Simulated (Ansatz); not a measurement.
Calculated with Ansatz (gas phase, PBE0-D4/def2-TZVP geometries, no zero-point term in ΔE). CCSD(T)/CBS is the MP2 limit (def2-TZVPP, def2-QZVPP) plus CCSD(T) − MP2 in def2-TZVPP, frozen cores. One conformer a species, not always the lowest.

Consider the redistribution: `BOCC` + `NBBF` → `CCOBF` + `BBN`.

```csv
species,SCS-MP2/def2-TZVPP energy (Eh)
`BOCC`,-180.15797
`NBBF`,-206.40488
`CCOBF`,-279.36636
`BBN`,-107.20007
```

(1) Work out ΔE.

Largest T1 diagnostic among the species: 0.015.

## Answers

(1) ΔE = (-279.36636) + (-107.20007) − (-180.15797) − (-206.40488) = -0.00358 Eh = -9.4 kJ/mol. CCSD(T)/CBS gives -9.7 kJ/mol.

From BLYP to BHLYP (50 % exact exchange), in def2-TZVPP and without D4, ΔE moves by −8.1 kJ/mol. In def2-TZVPP, CCSD(T) changes the Hartree–Fock value by +12.1 kJ/mol (the triples alone add +2.6 kJ/mol) and MP2 by +11.2 kJ/mol. Leaving LDA and LC-ωPBE aside and taking each functional with its dispersion term where it has one, the values, not all of them listed here, spread over 13.1 kJ/mol, from B97M-V to BLYP-D4.
